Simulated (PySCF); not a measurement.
## Bond length, frequency and bond energy of TlZn by level of theory

State: ²Π (doublet), unpaired electrons π ↑. Set-up: Tl def2-SVP with ECP60, Zn def2-SVP; scalar-relativistic core potentials (PySCF 2.14). De refers to Tl + Zn in their high-spin ground configurations, without counterpoise correction. The functionals are run spin-unrestricted. A positive dipole means Tl(−)Zn(+). Levels whose curve was spin-contaminated or gave no clean fit are not listed.

| Level | Re (Å) | ωe (cm⁻¹) | De (eV) | μ (D) |
| --- | --- | --- | --- | --- |
| UHF-MP2 | 3.023 | 82.9 | 0.249 | n/a |
| UHF-SCS-MP2 | 3.137 | 66.6 | 0.170 | n/a |
| PBE | 2.840 | 107 | 0.436 | 1.09 |
| PBEsol | 2.760 | 122 | 0.57 | 1.12 |
| PW91 | 2.830 | 109 | 0.465 | 1.07 |
| r²SCAN | 2.785 | 116 | 0.469 | 1.09 |
| PBE0 | 2.886 | 97.4 | 0.347 | 1.21 |
| M06-2X | 3.203 | 59.5 | 0.194 | 0.92 |

The bond length runs from 2.760 Å (PBEsol) to 3.203 Å (M06-2X). De spans 0.17 eV (UHF-SCS-MP2, perturbation theory) to 0.57 eV (PBEsol, GGA).

Correlated steps freeze 9 core orbitals. Correlated levels converge slowly with the basis: in double zeta they bind strong bonds too weakly, by up to about 1 eV, and carry superposition errors of some tenths. Spin–orbit coupling is left out, which matters for elements this heavy, above all for dissociation energies. The state was picked by a PBE0 search and need not be the measured ground state.
